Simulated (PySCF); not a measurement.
**C₆ coefficients of unlike pairs at TPSSh**

Calculated with PySCF 2.14 from the dipole response of each species, C₆(A,B) = (3/π) ∫ α_A(iu) α_B(iu) du, in atomic units, from isotropic polarisabilities. For ions this is the dispersion term alone; charge-induced terms of lower order in 1/R come first.

| species | configuration | basis | relativity | α (bohr³) | C₆ (like pair) |
| --- | --- | --- | --- | --- | --- |
| Mg²⁺ | [Ne] (1S) | aug-cc-pVDZ (5s4p2d) | none | 0.1541 | 0.04057 |
| Se | [Ar] 3d10 4s2 4p4 (3P) | aug-cc-pVQZ-PP with one added diffuse shell each of s, p, d, f, g type with ECP10MDF (8s7p6d4f3g) | core potential | 26.98 | 225.9 |
| Cl²⁺ | [Ne] 3s2 3p3 (4S) | dyall-av3z (19s12p3d2f) | spin-free X2C | 5.832 | 20.93 |
| W | [Xe] 4f14 5d4 6s2 (5D) | def2-TZVPPD with the def2 core potential (60 electrons) (6s5p3d2f1g) | core potential | 74.16 | 878.5 |

Task: Estimate C₆ for Cl²⁺ with Se.

Result: The integral gives 65.76. The combination rule 2 C_A C_B / (C_A α_B/α_A + C_B α_A/α_B) gives 64.92 and the geometric mean 68.76.

No spin-orbit coupling is included.

The other pairs:

```
      pair      C₆
Cl²⁺, Mg²⁺  0.8231
   W, Mg²⁺   3.944
  Se, Mg²⁺   2.302
     W, Se   430.5
   W, Cl²⁺   118.0
```
